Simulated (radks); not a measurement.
The vanadium ion V+ inside a hard spherical wall (all orbitals vanish at R), configuration held at [Ar] 3d4 and not refilled when levels cross. Calculated with a radial shooting solver on a logarithmic mesh with Libxc functionals: scalar-relativistic Kohn-Sham, LDA (Slater exchange, VWN5 correlation), spin-polarised, spherical densities, finite nucleus; open shells are filled with parallel spins first; Fermi nuclear charge, rms radius 3.6002 fm. Eigenvalues in eV for spin up, with the zero of energy where the potential of the charges vanishes at infinity; a dash marks a level that is unbound or too diffuse for the functional's potential to be trusted. A positive occupied level is held by the wall or, in an anion where self-interaction has pushed it up, behind a barrier. The pressure on the wall is -dE/dV.

| R (bohr) | E (hartree) | kinetic (hartree) | e(2p) | e(3s) | e(3p) | e(4s, empty) | e(3d) | e(4p, empty) | pressure (GPa) |
|---|---|---|---|---|---|---|---|---|---|
| free | -946.90122 | 955.160 | -504.86 | -73.724 | -48.029 | -10.125 | -10.057 | -6.166 | 0 |
| 15 | -946.90122 | 955.160 | -504.86 | -73.724 | -48.029 | -10.125 | -10.057 | -6.165 | < 0.0001 |
| 10 | -946.90121 | 955.160 | -504.86 | -73.722 | -48.027 | -10.122 | -10.055 | -6.142 | 0.000413 |
| 8 | -946.90098 | 955.162 | -504.83 | -73.697 | -48.002 | -10.083 | -10.032 | -5.984 | 0.0130 |
| 7 | -946.90018 | 955.169 | -504.76 | -73.629 | -47.936 | -9.969 | -9.971 | -5.681 | 0.0730 |
| 6 | -946.89676 | 955.193 | -504.51 | -73.413 | -47.727 | -9.581 | -9.773 | -4.893 | 0.418 |
| 4 | -946.82123 | 955.548 | -501.68 | -71.093 | -45.493 | -4.043 | -7.413 | 3.151 | 17.4 |
| 3.5 | -946.72889 | 955.933 | -499.41 | -69.379 | -43.836 | 1.282 | -5.458 | 9.939 | 52.5 |
| 3 | -946.50058 | 956.902 | -495.22 | -66.405 | -40.893 | 12.143 | -1.790 | 22.907 | 188 |
| 2.5 | -945.83023 | 959.806 | -486.37 | -60.480 | -34.762 | 36.299 | 5.921 | 49.849 | 863 |
| 1.5 | -932.77593 | 1005.143 | -410.19 | 0.107 | 30.071 | 272.38 | 76.406 | 285.14 | 44500 |
